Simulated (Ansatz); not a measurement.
(1) Predict a relaxed structure of the cluster Li₃PS₄, charge 0, singlet, at r2SCAN-D4/def2-SVP (Ansatz).

Answers

(1) 
```xyz
8

Li    0.979    1.962    0.177
Li   -1.752   -0.740   -1.105
Li   -0.528   -0.227    1.605
P     1.217   -1.043   -0.395
S    -0.459   -2.159    0.243
S     1.797    0.074    1.302
S    -1.336    1.444   -0.198
S     0.082    0.689   -1.628
```
Point group Cs (tolerance 0.1 Å). This is one stationary point.

Another isomer (singlet) lies 0.18 eV lower at PBE0-D4/def2-TZVP; other spin states weren't run for this one.
